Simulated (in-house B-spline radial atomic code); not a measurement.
Radial electron density of Sn-, [Kr] 4d10 5s2 5p3. Method: scalar-relativistic (X2C) BHandHLYP, spin-polarised, spherical fractional occupations, exact exchange averaged over the configuration, Fermi nucleus of rms radius 4.6519 fm. Calculated with a radial B-spline atomic code at the basis-set limit.

One-electron X2C: radii and densities carry no picture-change correction, so inner-shell <1/r> comes out high (for 1s by about 2 % at Z = 33, 5 % at 54, 10 % at 75, 30 % at 118) and <r> low.

Columns: r (bohr), 4πr²n(r) (electrons per bohr), bar.

```
0.000969    2.157 #
 0.00121    3.073 ##
 0.00151    4.351 ##
 0.00188    6.099 ###
 0.00235    8.531 #####
 0.00293    11.76 ######
 0.00365    15.99 #########
 0.00456    21.47 ############
 0.00568    28.13 ###############
 0.00709       36 ####################
 0.00885    44.61 ########################
   0.011    52.95 #############################
  0.0138    60.22 #################################
  0.0172    64.41 ###################################
  0.0214    64.73 ###################################
  0.0267    61.45 #################################
  0.0333    56.97 ###############################
  0.0416    55.46 ##############################
  0.0519    60.58 #################################
  0.0647    71.43 #######################################
  0.0808    81.14 ############################################
   0.101    80.69 ############################################
   0.126    69.22 ######################################
   0.157    58.06 ###############################
   0.196    58.93 ################################
   0.244    66.89 ####################################
   0.304    64.05 ###################################
    0.38    44.45 ########################
   0.474    25.16 ##############
   0.591    20.37 ###########
   0.738    23.37 #############
    0.92    21.48 ############
    1.15    14.09 ########
    1.43     7.48 ####
    1.79    3.909 ##
    2.23    2.512 #
    2.78    1.773 #
    3.47    1.153 #
    4.33   0.6449 
     5.4   0.3079 
    6.73   0.1257 
     8.4  0.04309 
    10.5  0.01211 
    13.1 0.002765
```

On this grid the curve has 4 maxima, near 0.0214, 0.0808, 0.244, 0.738 bohr.

The 5p up radial function P(r) = rR(r), positive near the nucleus:

```csv
r (bohr),P
0.00188,0.0007144
0.00293,0.001517
0.00456,0.003227
0.00709,0.006795
0.011,0.01392
0.0172,0.02756
0.0267,0.04969
0.0416,0.07786
0.0647,0.09279
0.101,0.05403
0.157,-0.05627
0.244,-0.1383
0.38,-0.01973
0.591,0.1998
0.92,0.1305
1.43,-0.24
2.23,-0.5252
3.47,-0.5069
5.4,-0.3024
8.4,-0.1189
13.1,-0.03035
```
